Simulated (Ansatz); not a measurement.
Basis-set extrapolation for `B1CN[SiH2]1` (PBE0-D4/def2-TZVP geometry, frozen core, Ansatz). Multiplicity 1, RHF reference.

|  | def2-TZVPP | def2-QZVPP |
| --- | --- | --- |
| HF | -409.441232 | -409.456122 |
| MP2 correlation | -0.592279 | -0.633283 |
| CCSD(T) correlation | -0.661945 | not run |

Energies in hartree. Use E(X) = E(∞) + A·exp(−7.88·√X) for Hartree–Fock and E(X) = E(∞) + B·X^(−2.97) for correlation, with X = 3 and 4, and add CCSD(T) minus MP2 of the smaller set to the MP2 limit.

Question: What is the CCSD(T) energy at the basis-set limit?

Answer: HF limit: -409.456122 + (-0.014890) × 0.13774 = -409.45817. MP2 limit: -0.633283 + (-0.041004) × 0.74074 = -0.66366. Higher-order term: -0.661945 − (-0.592279) = -0.06967. Total: -410.19150 hartree, 231.9 kJ/mol below CCSD(T)/def2-TZVPP.
